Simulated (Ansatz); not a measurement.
H3IO3Sn (SMILES [OH][Sn]([OH])([OH])[I]), singlet, geometry from GFN2-xTB (such geometries of metal compounds can be far from the true shape) (core potentials on I, Sn); HF/def2-TZVPD in Ansatz (a first-principles code).

Ansatz was given this input:
Ansatz 0.2 input:
```yaml
crystal:
  periodic: [false, false, false]
  atoms:
    - {symbol: O, position_ang: [-0.28480270, -2.05816825, -1.22583612]}
    - {symbol: Sn, position_ang: [-0.75881114, -0.45942184, -0.27245965]}
    - {symbol: O, position_ang: [-1.83235999, -0.96357801, 1.23847391]}
    - {symbol: O, position_ang: [-1.83685475, 0.62778830, -1.43237209]}
    - {symbol: I, position_ang: [1.40103059, 0.84825330, 0.50305574]}
    - {symbol: H, position_ang: [-0.34961565, -1.98538185, -2.17864268]}
    - {symbol: H, position_ang: [-1.73687207, -1.87859653, 1.50486100]}
    - {symbol: H, position_ang: [-2.59543699, 1.02930932, -1.00731588]}
basis:
  gaussian:
    orbitals: def2-TZVPD
hamiltonian:
  xc: hf
```

Output, abridged:

```
Functional definition: HF
1881 factors; their error is unknown
mean field evaluation 1: about -20035.1642 eV, gradient 6.2e1 eV
mean field evaluation 2: about -20038.4948 eV, gradient 4.5e1 eV
mean field evaluation 4: about -20041.5738 eV, gradient 7.4e-1 eV
mean field evaluation 8: about -20042.8356 eV, gradient 2.6e0 eV
mean field evaluation 16: about -20036.4447 eV, gradient 6.2e1 eV
mean field -20042.84089389 eV, -736.5608173250 hartree, gradient 2.5e-5 eV, S^2 0.000000; 0 other end points of the search recorded, 0 dependent functions left out
reference -20042.84089389 eV, -736.5608173250 hartree; 37, 37 occupied and 225, 225 virtual orbitals, 1881 factors
Total energy: -20042.84089389 eV, -736.5608173250 hartree
```
